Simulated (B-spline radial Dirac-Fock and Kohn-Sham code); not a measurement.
**Muonic isotope shifts in manganese**

Calculated with a B-spline atomic structure program, using the Dirac equation of a negative muon with reduced mass in the field of a spherical finite nucleus, with the Uehling potential to all orders; nuclear polarisation, deformation, hyperfine structure, self-energy, higher-order vacuum polarisation, relativistic recoil and electron screening are left out. Nuclear charge: Fermi distribution (skin thickness 2.3 fm); radii from Angeli and Marinova (2013). Reference ⁵³Mn, radius 3.6662 fm: 2p3/2 → 1s1/2 1175 keV, 3d5/2 → 2p3/2 245.6 keV.

```
 A  radius (fm)  δ⟨r²⟩ (fm²)  shift 2p3/2 → 1s (keV)  shift 3d5/2 → 2p3/2 (keV)
50        3.712       +0.338                   -3.02                      -0.04
51       3.7026       +0.268                   -2.38                      -0.02
52       3.6706       +0.032                   -0.32                      -0.01
54       3.6834       +0.126                   -1.05                      +0.01
55       3.7057       +0.291                   -2.42                      +0.01
56       3.7146       +0.357                   -2.95                      +0.02
```
